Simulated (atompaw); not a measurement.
How hard is this nitrogen (N) PAW (atompaw) potential?

N, PAW, made with atompaw 4.2.0.5 (PBEsol, scalar-relativistic). Core [He], reference 2s1 2p4. Waves: 2s (bound): rc 2.25 bohr; 2s channel at -0.95 Ry: rc 1.15 bohr; 2p (bound): rc 2.25 bohr; 2p channel at 1.05 Ry: rc 2.25 bohr. Local part: troulliermartins scheme with l = 2 at 0 Ry, radius 2.00 bohr. Core correction: smooth core density matched at 2.25 bohr. Augmentation charge: sinc compensation charge, radius 2.15 bohr; PAW radius 2.25 bohr; waves and projectors: custom rrkj gramschmidtortho.

The pseudo-atom Hamiltonian at the reference potential is diagonalised in spherical Bessel functions j_l(qr) that vanish at 20 bohr, with q² up to the cutoff. All-electron valence levels (Ry): 2s -1.3898, 2p -0.5484.

**Question.** How do the lowest levels (Ry) of each channel move with the cutoff, and are there ghosts?

**Answer.**

| cutoff (Ry) | s #1 | p #1 | d #1 | d #2 | f #1 | Σ f·Δε (mRy) |
| --- | --- | --- | --- | --- | --- | --- |
| 8 | -1.3877 | -0.5304 | 0.0766 | 0.1805 | 0.1191 | 74.0 |
| 10 | -1.3894 | -0.5417 | 0.0766 | 0.1805 | 0.1191 | 26.9 |
| 12 | -1.3897 | -0.5463 | 0.0766 | 0.1805 | 0.1191 | 8.4 |
| 15 | -1.3897 | -0.5481 | 0.0766 | 0.1805 | 0.1191 | 1.2 |
| 18 | -1.3898 | -0.5482 | 0.0766 | 0.1805 | 0.1191 | 0.6 |
| 21 | -1.3898 | -0.5482 | 0.0766 | 0.1805 | 0.1191 | 0.6 |
| 25 | -1.3898 | -0.5483 | 0.0766 | 0.1805 | 0.1191 | 0.2 |
| 400 | -1.3898 | -0.5484 | 0.0766 | 0.1805 | 0.1191 | 0.0 |

Result: no extra level below or beside the all-electron valence levels (s, p, d, f tested); 10 mRy is reached at 12 Ry and 1 mRy at 18 Ry.
